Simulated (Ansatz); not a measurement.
Level of theory: PBE-D3(BJ)/def2-SVP run with Ansatz (an electronic-structure program). No frequencies were computed at this level.

Ansatz 0.2 input:
```yaml
crystal:
  periodic: [false, false, false]
  atoms:
    - { symbol: C, position_ang: [-1.84281, 0.809093, 0.958502] }
    - { symbol: C, position_ang: [-1.572114, 0.224794, -0.428724] }
    - { symbol: Si, position_ang: [-0.228305, -1.106882, -0.451545] }
    - { symbol: F, position_ang: [-0.753294, -2.417828, 0.322839] }
    - { symbol: F, position_ang: [-0.092826, -1.684373, -1.948881] }
    - { symbol: C, position_ang: [1.484359, -0.650252, 0.210252] }
    - { symbol: C, position_ang: [2.122627, 0.547527, -0.49474] }
    - { symbol: H, position_ang: [-2.647957, 1.539578, 0.91407] }
    - { symbol: H, position_ang: [-0.957151, 1.302794, 1.351373] }
    - { symbol: H, position_ang: [-2.131481, 0.024459, 1.65331] }
    - { symbol: H, position_ang: [-1.308131, 1.035728, -1.109617] }
    - { symbol: H, position_ang: [-2.498032, -0.207646, -0.814501] }
    - { symbol: H, position_ang: [1.430162, -0.444089, 1.28052] }
    - { symbol: H, position_ang: [2.142766, -1.514769, 0.099514] }
    - { symbol: H, position_ang: [3.117678, 0.737748, -0.097834] }
    - { symbol: H, position_ang: [1.523791, 1.444421, -0.35525] }
    - { symbol: H, position_ang: [2.210716, 0.359695, -1.561839] }
basis:
  gaussian: { orbitals: def2-svp }
hamiltonian:
  xc: pbe
  dispersion: d3bj
relax:
  max_steps: 150
```

Output:

```
Functional definition: PBE
1704 factors; their error is unknown
mean field evaluation 1: about -17582.8297 eV, gradient 8.9e1 eV
mean field evaluation 2: about -17558.6868 eV, gradient 1.3e2 eV
mean field evaluation 4: about -17601.3110 eV, gradient 2.6e0 eV
mean field evaluation 8: about -17601.3282 eV, gradient 5.0e-2 eV
mean field evaluation 16: about -17601.2309 eV, gradient 6.9e-5 eV
mean field -17601.23091814 eV, -646.8333056989 hartree, gradient 9.4e-6 eV, S^2 0.000000; 0 other end points of the search recorded, 0 dependent functions left out
reference -17601.23095792 eV, -646.8333071608 hartree; 33, 33 occupied and 119, 119 virtual orbitals, 1704 factors
relax step   1: F+E_penalty+E_count = -17601.61117611 eV  Δ(F+E_penalty+E_count) = +0.000e0 eV  max|allowed force component| = 1.167e0 eV/Å  Δτ_max = 0.0000 Å  (29 SCF iters, accepted)
these checks for a lower state are left out or cut short: starts, cluster_reference, orbital_swaps, neighbouring_geometries, increment
1704 factors; their error is unknown
mean field -17601.37828328 eV, -646.8387212680 hartree, gradient 2.0e-5 eV, S^2 0.000000; 0 other end points of the search recorded, 0 dependent functions left out
reference -17601.37832285 eV, -646.8387227221 hartree; 33, 33 occupied and 119, 119 virtual orbitals, 1704 factors
relax step   2: F+E_penalty+E_count = -17601.76074714 eV  Δ(F+E_penalty+E_count) = -1.496e-1 eV  max|allowed force component| = 6.021e-1 eV/Å  Δτ_max = 0.0779 Å  (29 SCF iters, accepted)
these checks for a lower state are left out or cut short: starts, cluster_reference, orbital_swaps, neighbouring_geometries, increment
1704 factors; their error is unknown
mean field evaluation 32: about -17601.4031 eV, gradient 1.9e-3 eV
mean field -17601.40306607 eV, -646.8396320184 hartree, gradient 2.2e-5 eV, S^2 0.000000; 0 other end points of the search recorded, 0 dependent functions left out
reference -17601.40310549 eV, -646.8396334671 hartree; 33, 33 occupied and 119, 119 virtual orbitals, 1704 factors
relax step   3: F+E_penalty+E_count = -17601.78763179 eV  Δ(F+E_penalty+E_count) = -2.688e-2 eV  max|allowed force component| = 1.117e-1 eV/Å  Δτ_max = 0.0518 Å  (30 SCF iters, accepted)
these checks for a lower state are left out or cut short: starts, cluster_reference, orbital_swaps, neighbouring_geometries, increment
1704 factors; their error is unknown
mean field -17601.40462352 eV, -646.8396892538 hartree, gradient 2.3e-5 eV, S^2 0.000000; 0 other end points of the search recorded, 0 dependent functions left out
reference -17601.40466291 eV, -646.8396907013 hartree; 33, 33 occupied and 119, 119 virtual orbitals, 1704 factors
relax step   4: F+E_penalty+E_count = -17601.78953396 eV  Δ(F+E_penalty+E_count) = -1.902e-3 eV  max|allowed force component| = 4.747e-2 eV/Å  Δτ_max = 0.0104 Å  (32 SCF iters, accepted)
these checks for a lower state are left out or cut short: starts, cluster_reference, orbital_swaps, neighbouring_geometries, increment
1704 factors; their error is unknown
mean field -17601.40490559 eV, -646.8396996198 hartree, gradient 2.3e-5 eV, S^2 0.000000; 0 other end points of the search recorded, 0 dependent functions left out
reference -17601.40494498 eV, -646.8397010672 hartree; 33, 33 occupied and 119, 119 virtual orbitals, 1704 factors
relax step   5: F+E_penalty+E_count = -17601.78983384 eV  Δ(F+E_penalty+E_count) = -2.999e-4 eV  max|allowed force component| = 3.956e-2 eV/Å  Δτ_max = 0.0078 Å  (32 SCF iters, accepted)
these checks for a lower state are left out or cut short: starts, cluster_reference, orbital_swaps, neighbouring_geometries, increment
1704 factors; their error is unknown
mean field -17601.40504760 eV, -646.8397048385 hartree, gradient 1.0e-5 eV, S^2 0.000000; 0 other end points of the search recorded, 0 dependent functions left out
reference -17601.40508698 eV, -646.8397062858 hartree; 33, 33 occupied and 119, 119 virtual orbitals, 1704 factors
relax step   6: F+E_penalty+E_count = -17601.78987055 eV  Δ(F+E_penalty+E_count) = -3.672e-5 eV  max|allowed force component| = 3.821e-3 eV/Å  Δτ_max = 0.0023 Å  (23 SCF iters, accepted)
1704 factors; their error is unknown
mean field evaluation 64: about -17601.4861 eV, gradient 2.7e0 eV
mean field -17601.40504760 eV, -646.8397048385 hartree, gradient 1.0e-5 eV, S^2 0.000000; 1 other end points of the search recorded, 0 dependent functions left out
reference -17601.40508698 eV, -646.8397062858 hartree; 33, 33 occupied and 119, 119 virtual orbitals, 1704 factors
Total energy: -17601.78990994 eV, -646.8538482685 hartree
Atom 0 at    -1.788440     0.791579     0.964740 Å, force     0.000577    -0.003418     0.000867 eV/Å
Atom 1 at    -1.531307     0.214399    -0.436085 Å, force    -0.000028     0.003821     0.000042 eV/Å
Atom 2 at    -0.233276    -1.130983    -0.460772 Å, force    -0.000468    -0.002267    -0.000868 eV/Å
Atom 3 at    -0.789681    -2.418087     0.390644 Å, force     0.000905     0.001173    -0.001370 eV/Å
Atom 4 at    -0.050127    -1.653513    -2.004972 Å, force    -0.000615     0.000232     0.001908 eV/Å
Atom 5 at     1.441888    -0.647924     0.214525 Å, force     0.001357     0.002623     0.002425 eV/Å
Atom 6 at     2.066900     0.558462    -0.503497 Å, force    -0.001607    -0.001572    -0.002778 eV/Å
Atom 7 at    -2.573533     1.574465     0.949459 Å, force    -0.001202     0.000814    -0.001223 eV/Å
Atom 8 at    -0.874865     1.253663     1.393617 Å, force     0.001075     0.000739     0.000661 eV/Å
Atom 9 at    -2.119876     0.003288     1.670937 Å, force    -0.000903    -0.000197     0.002507 eV/Å
Atom 10 at    -1.209877     1.012083    -1.141197 Å, force     0.000176     0.000349    -0.002255 eV/Å
Atom 11 at    -2.463694    -0.209828    -0.867685 Å, force    -0.001232    -0.001149    -0.000941 eV/Å
Atom 12 at     1.326541    -0.446461     1.302140 Å, force    -0.000341    -0.001153     0.001947 eV/Å
Atom 13 at     2.103064    -1.538589     0.142744 Å, force     0.000620    -0.001816    -0.000195 eV/Å
Atom 14 at     3.065382     0.810144    -0.092152 Å, force     0.001236    -0.000649     0.001286 eV/Å
Atom 15 at     1.435959     1.466664    -0.407787 Å, force    -0.000654     0.001303     0.000121 eV/Å
Atom 16 at     2.194938     0.360634    -1.587212 Å, force     0.001103     0.001166    -0.002136 eV/Å
Dipole moment:     0.094898     0.460091     0.176137 e Å
```

Cost: very roughly 22 core-seconds.
